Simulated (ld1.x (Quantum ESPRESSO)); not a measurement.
## gold (Au), TM semilocal: configuration errors across variants

- Element: Au (Z = 79)
- Generator: ld1.x (Quantum ESPRESSO) 7.5
- Type: norm-conserving Troullier–Martins (semilocal form)
- Functional: PBE
- Relativity: scalar-relativistic
- Frozen core: [Xe] 4f14
- Valence charge: 11
- Reference configuration: 5d10 6s0 6p0 (charge +1)
- Partial waves: 6s (bound, empty): rc 1.95 bohr; 5d (bound): rc 1.65 bohr; 6p (bound, empty): rc 2.20 bohr
- Local potential: the p channel
- Core correction: a·sin(br)/r model core inside 0.90 bohr

All-electron excitation energies from the reference (eV): (1) 5d10 6s1 6p0 -9.409; (2) 5d9 6s0 6p0 21.208; (3) 5d8 6s0 6p0 55.085; (4) 5d9 6s2 6p0 -7.715; (5) 5d9 6s1 6p0 2.715; (6) 5d10 6s0.5 6p0 -5.636; (7) 5d7 6s0 6p0 102.797.

A semilocal file is local in each channel, so a ghost entry of none says nothing of the separable form that plane-wave codes build from it.

Errors AE − PS in meV (a dash: test not solved or not reliable):

```tsv
change	(1)	(2)	(3)	(4)	(5)	(6)	(7)	bound ghosts
base	-7.7	-35	-199	-87	-48	-1.1	-595	none
wave 5d (bound): rc 1.65 bohr becomes 5d (bound): rc 1.08 bohr	-7.5	-34	-196	-84	-46	-1.0	-590	none
wave 5d (bound): rc 1.65 bohr becomes 5d (bound): rc 1.22 bohr	-7.5	-36	-201	-85	-47	-1.0	-601	none
wave 5d (bound): rc 1.65 bohr becomes 5d (bound): rc 1.42 bohr	-7.5	-36	-202	-86	-48	-1.0	-602	none
wave 5d (bound): rc 1.65 bohr becomes 5d (bound): rc 1.52 bohr	-7.6	-36	-200	-86	-48	-1.0	-599	none
wave 5d (bound): rc 1.65 bohr becomes 5d (bound): rc 1.68 bohr	-7.7	-35	-199	-87	-48	-1.1	-595	none
wave 5d (bound): rc 1.65 bohr becomes 5d (bound): rc 1.88 bohr	-7.7	-36	-199	-86	-48	-1.0	-596	none
wave 5d (bound): rc 1.65 bohr becomes 5d (bound): rc 2.16 bohr	-6.8	-40	-213	-79	-46	-0.8	-613	none
wave 5d (bound): rc 1.65 bohr becomes 5d (bound): rc 2.32 bohr	-6.3	-42	-221	-73	-44	-0.7	-617	none
wave 5d (bound): rc 1.65 bohr becomes 5d (bound): rc 2.46 bohr	-5.7	-48	-231	-59	-37	-0.6	-604	none
```

(1) Give the same row for: wave 5d (bound): rc 1.65 bohr becomes 5d (bound): rc 2.04 bohr.

## Answers

(1) -7.4, -37, -204, -84, -47, -1.0, -604; bound ghosts: none.
